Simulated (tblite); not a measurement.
C₅H₆ClF (charge +1 and doublet state).
SMILES with atom numbers: `[CH3:1][C@@H:2]1[C+:3]([F:4])[CH:5][C@H:6]1[Cl:7]` (hydrogens: H8, H9, H10 on C1; H11 on C2; H12 on C5; H13 on C6)

Computed with GFN2-xTB (tblite), gas phase: L-BFGS steps from a force-field or distance-geometry start until the largest atomic force falls under 0.01 eV/Å.

Step 12: E = -611.6284 eV
```
atom  x, y, z in Å  |  force x, y, z in eV/Å
C1      1.6565    0.0812    0.2257    0.025   0.020  -0.002
C2      0.1767   -0.1654    0.4911    0.001   0.194  -0.053
C3     -0.5735   -1.1816   -0.3048    0.021  -0.038  -0.101
F4     -0.3024   -2.4162   -0.5523   -0.091  -0.121   0.085
C5     -1.5650   -0.3233   -0.6718   -0.051  -0.099   0.031
C6     -0.8352    0.8814   -0.1826    0.116   0.038   0.050
Cl7    -1.7353    2.0215    0.7976    0.010  -0.067   0.083
H8      2.2164   -0.7889    0.5742   -0.079  -0.017   0.056
H9      1.9044    0.2209   -0.8243   -0.163  -0.006  -0.016
H10     1.9778    0.9588    0.7806    0.015   0.008  -0.003
H11    -0.0120   -0.2781    1.5630    0.056   0.022  -0.047
H12    -2.6020   -0.4437   -0.9487    0.133   0.001  -0.100
H13    -0.3108    1.4339   -0.9653    0.006   0.066   0.017
```

Step 13: E = -611.6330 eV
```
atom  x, y, z in Å  |  force x, y, z in eV/Å
C1      1.6533    0.0819    0.2258    0.108   0.033  -0.019
C2      0.1788   -0.1615    0.4892   -0.094   0.079  -0.059
C3     -0.5706   -1.1817   -0.3063   -0.065   0.045  -0.074
F4     -0.3084   -2.4199   -0.5471   -0.074  -0.090   0.090
C5     -1.5660   -0.3238   -0.6710    0.128  -0.120   0.046
C6     -0.8384    0.8814   -0.1817    0.132   0.009   0.049
Cl7    -1.7337    2.0188    0.8030   -0.008  -0.046   0.092
H8      2.2127   -0.7854    0.5766   -0.052  -0.085   0.064
H9      1.9000    0.2200   -0.8216   -0.127   0.004  -0.115
H10     1.9816    0.9549    0.7784    0.025   0.101   0.046
H11    -0.0029   -0.2757    1.5607    0.008   0.011  -0.003
H12    -2.5956   -0.4431   -0.9596    0.004  -0.025  -0.116
H13    -0.3152    1.4344   -0.9642    0.013   0.082   0.000
```

**Question.** Estimate the geometry and energy of step 14. (The exact step hangs on the optimiser's Hessian estimate; all steps are aligned on step 13, rigid shifts and turns removed.)

**Answer.** E = -611.6373 eV, largest force 0.199 eV/Å
```
atom  x, y, z in Å  |  force x, y, z in eV/Å
C1      1.6534    0.0830    0.2254    0.121   0.044  -0.028
C2      0.1804   -0.1561    0.4867   -0.094  -0.056  -0.018
C3     -0.5688   -1.1810   -0.3071   -0.050   0.031  -0.004
F4     -0.3167   -2.4238   -0.5399   -0.054  -0.042   0.096
C5     -1.5667   -0.3260   -0.6657    0.027  -0.054  -0.074
C6     -0.8399    0.8813   -0.1787    0.106   0.000   0.014
Cl7    -1.7326    2.0163    0.8105   -0.011  -0.040   0.095
H8      2.2091   -0.7840    0.5798   -0.032  -0.113   0.058
H9      1.8965    0.2190   -0.8209   -0.085   0.012  -0.179
H10     1.9861    0.9534    0.7768    0.036   0.150   0.067
H11     0.0082   -0.2740    1.5586   -0.037   0.008   0.027
H12    -2.5914   -0.4437   -0.9795    0.064  -0.024  -0.054
H13    -0.3219    1.4362   -0.9637    0.012   0.084  -0.001
```

The energy changes by -0.0043 eV. The first-order estimate −F·Δx gives -0.0062 eV and the mean of the old and new forces, exact on a quadratic surface, -0.0043 eV. The step makes an angle of 63° with the force vector and moves no atom by more than 0.020 Å.

What follows is the cost of the whole relaxation. Hardware: one thread of an Arm Neoverse V2, no GPU (shared host). Cost: 0.33 s wall.
